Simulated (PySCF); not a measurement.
ClHSi, neutral, multiplicity 1. Atoms are numbered in the order given.

```xyz
3

Si     0.1114     1.1050     0.0000
H     -1.4186     1.3137     0.0000
Cl    -0.0083    -0.9873     0.0000
```
Charge 0, spin multiplicity 1.

The structure is a stationary point at PBE-D3(BJ)/def2-TZVP. The isomer is the one that the SMILES or the coordinates give; other isomers of the formula were not compared.

All values below come from PySCF with PBE0/pcSseg-2.

GIAO shieldings, no solvent; atoms alike by connectivity are averaged. δ = σ(ref) − σ: ²⁹Si against TMS (σ = 341.9 ppm); ¹H against TMS (σ = 31.54 ppm); ³⁵Cl against HCl (σ = 943.3 ppm), references at their B3LYP-D3(BJ)/def2-TZVP geometries, non-relativistic (without spin–orbit terms, shifts of atoms bonded to Cl or Br come out too high).

Computed chemical shifts:
```json
[
 {"nucleus": "²⁹Si", "atoms": "Si1", "count": "1", "δ (ppm)": "591.6"},
 {"nucleus": "¹H", "atoms": "H2", "count": "1", "δ (ppm)": "11.14"},
 {"nucleus": "³⁵Cl", "atoms": "Cl3", "count": "1", "δ (ppm)": "590.6"}
]
```
